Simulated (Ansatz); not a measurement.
Geometry optimisation, Ansatz, RKS revPBE-D4/6-31G*.

Input:

```yaml
crystal:
  periodic: [false, false, false]
  atoms:
    - { symbol: B, position_ang: [0.0, 0.0, 0.0] }
    - { symbol: Cl, position_ang: [0.0, 0.0, 2.21] }
    - { symbol: H, position_ang: [1.0305, 0.0, -0.595] }
    - { symbol: Cl, position_ang: [-1.6108, 0.0, -0.93] }
    - { symbol: "N", position_ang: [-0.2369, -1.7396, 0.5833] }
    - { symbol: H, position_ang: [-0.6522, -2.4652, -0.0683] }
    - { symbol: Si, position_ang: [0.2429, -2.205, 2.2761] }
    - { symbol: H, position_ang: [0.2856, -3.6601, 2.3879] }
    - { symbol: H, position_ang: [1.5616, -1.6556, 2.5774] }
    - { symbol: H, position_ang: [-0.733, -1.6733, 3.223] }
    - { symbol: H, position_ang: [-0.1705, -1.2518, 1.6502] }
basis:
  gaussian: { orbitals: "6-31G*" }
hamiltonian:
  xc: revpbe
  dispersion: d4
relax:
  f_tol: 0.15
  max_steps: 25
  restrain:
    - { distance: [0, 4], at: 1.55, k: 30.0 }
    - { distance: [10, 1], at: 1.37, k: 30.0 }
    - { distance: [0, 1], at: 3.06, k: 30.0 }
    - { distance: [10, 4], at: 2.26, k: 30.0 }
```

Command:

```bash
$ ansatz run input.yaml --threads 2 --pin off --max-ram 3072MiB --backend cpu --events-out ev --progress --plain --runs-dir out
```

Problem. Where does it end, and by what steps?

Solution. The run converged. The restraints hold the end off the free minimum. After 14 steps the energy has fallen by 9.145 eV (the restraints' own energy left out); H11 moved furthest, 1.59 Å. The start is strongly strained (largest force component 12 eV/Å), so its close contacts needn't be bonds. Parted: B1–Cl2, Cl2–Si7, N5–H11, Si7–H11.

```tsv
step	energy less start (eV)	largest force component (eV/Å)	accepted
0	0.0000	11.538	yes
1	-1.9643	7.711	yes
2	-3.6133	5.008	yes
3	-5.2007	3.708	yes
4	-6.6717	3.707	yes
5	-7.7879	1.834	yes
6	-8.2762	2.149	yes
7	-8.6364	2.082	yes
8	-8.9086	1.938	yes
9	-9.0669	1.814	yes
10	-9.1087	1.758	yes
11	-9.1214	1.646	yes
12	-9.1364	1.596	yes
13	-9.1401	1.562	yes
14	-9.1452	1.498	yes
```

```xyz
11
Properties=species:S:1:pos:R:3
B 0.103 -0.682 -0.066
Cl -0.625 1.359 2.108
H 1.208 -0.255 0.096
Cl -0.923 -0.051 -1.372
N -0.431 -1.770 0.796
H -1.363 -2.115 0.549
Si 0.493 -2.628 2.047
H 0.594 -4.087 1.711
H 1.843 -1.997 2.105
H -0.196 -2.499 3.372
H -0.987 0.076 1.968
```

The run took 39 s on 2 threads of Arm Neoverse V1 (shared host), peak memory 0.15 GiB.
